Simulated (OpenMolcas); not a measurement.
Levels of V²⁺ by method

```
Program             : OpenMolcas
Basis               : ANO-RCC-VTZP [6s5p3d2f1g]
Scalar Hamiltonian  : DKH2, point nucleus
Active space        : 3 electrons in 9 orbitals (RAS2 3d 4s; RAS3 4p, at most 2 electrons)
State averaging     : 2S+1 = 4 even, 20 roots; 2S+1 = 2 even, 65 roots kept (CI in the orbitals of an earlier block); 2S+1 = 4 odd, 30 roots; 2S+1 = 2 odd, 72 roots kept (CI in the orbitals of an earlier block)
Spin-orbit coupling : state interaction with AMFI integrals over the reference wave functions, term energies averaged over their components
```

Methods on the same reference wave functions:
A. RASSCF
B. SS-RASPT2, IPEA 0.25 Eh, imaginary shift 0.1 Eh (closed shells correlated: 3s 3p)
C. MS-RASPT2, IPEA 0.25 Eh, imaginary shift 0.1 Eh (closed shells correlated: 3s 3p)

Energies in cm-1 above 3d3 4F 3/2, the measured ground level; measured values from Sugar and Corliss, J. Phys. Chem. Ref. Data 7, 1191 (1978).

```
        Level      A      B      C  Measured
   3d3 4F 3/2    0.0    0.0    0.0       0.0
   3d3 4F 5/2    161    163    163       146
   3d3 4F 7/2    383    385    385       342
   3d3 4F 9/2    663    663    663       584
   3d3 4P 1/2  15211  11780  11780     11514
   3d3 4P 3/2  15288  11850  11850     11592
   3d3 2G 7/2  15420  12200  12200     11966
   3d3 4P 5/2  15468  12040  12040     11770
   3d3 2G 9/2  15662  12440  12440     12187
   3d3 2P 1/2  20217  15620  15620     15580
   3d3 2P 3/2  20326  15660  15660     15550
   3d3 2H 9/2  20640  17310  17310     16811
  3d3 2H 11/2  20829  17490  17490     16978
3d3 2D 3/2(1)  21956  16690  16680     16330
3d3 2D 5/2(1)  22150  16810  16810     16375
   3d3 2F 7/2  35535  28160  28160     27728
   3d3 2F 5/2  35638  28270  28260     27847
3d2 4s 4F 3/2  45746  46790  46790     43942
3d2 4s 4F 5/2  45903  46940  46940     44110
3d2 4s 4F 7/2  46125  47170  47170     44346
3d2 4s 4F 9/2  46410  47450  47450     44647
3d2 4s 2F 5/2  52311  51130  51140     49328
3d2 4s 2F 7/2  52755  51570  51580     49805
3d3 2D 5/2(2)  55180  43280  43280     42267
```

Deviations, from unrounded energies. A percentage is the sum of absolute deviations over the sum of measured energies, with the sign that they share, or ± where signs differ.

```
                        Against measurement  Levels      A      B      C
             mean absolute deviation (cm-1)      23   3800    880    870
      fine structure of the ground term (%)       3  +12.7  +13.1  +13.1
other terms of the ground configuration (%)      14  +29.5   +2.0   +2.0
                   other configurations (%)       6   +4.7   +5.4   +5.4
```

B, C lie about equally close to measurement and A furthest from it. The largest miss of C in the table is 3d2 4s 4F 3/2, by +2800 cm-1. The ranking rests on the paired levels alone, and a cruder setting can come out closer through cancelling errors.

Between B and C the level of the table that moves most is 3d3 2D 3/2(1), by 15 cm-1 (lowest in C, highest in B). Moves below CASPT2's spread within the term are not significant.

The two smallest mean deviations differ by little beside CASPT2's spread within terms, so their order carries little weight.

From A to B the spin-free energies of the other terms of 3d3 shown, above 4F, scale by factors of 0.75 to 0.84, as is usual when dynamic correlation screens the repulsion within a d or f shell.

The lowest spin-free term lies below A's lowest term by 0.337 hartree in B, 0.337 hartree in C.

CASPT2 breaks the degeneracy within a term, and the mean is taken; among the terms shown or strongly mixed into the levels shown the widest spread is 1400 cm-1 (3d2 4s 2F, C). Some levels mix across a computed gap that differs much from the measured one, so their mixing is not that of the real levels. Terms from blocks run as CI alone lack orbitals of their own. A single d shell beside an s shell can misplace configurations of different d count against each other. Without dynamic correlation excited terms often stand tens of per cent too high (terms of higher spin than the ground term too low), and those without a measured partner can miss by more than the paired ones (holds for A). Blocks of more than 70 roots (2S+1 = 2 odd) ran without multistate coupling (holds for C). The CASPT2 spread within a term exceeds the gap to the next term for 3d3 4P and 3d3 2G, so the order of their levels is uncertain (holds for C). Computed and measured levels are paired by configuration, term and J; levels that our copy of the source lacks, or whose pairing is in doubt (as where it misses far off the trend of its configuration), stay unpaired and out of the deviations. Only configurations of the active space appear. The table leaves out levels that lie high or whose names do not pair safely across all columns.

A number in round brackets counts repeated terms of one configuration in the order of the reference energies.
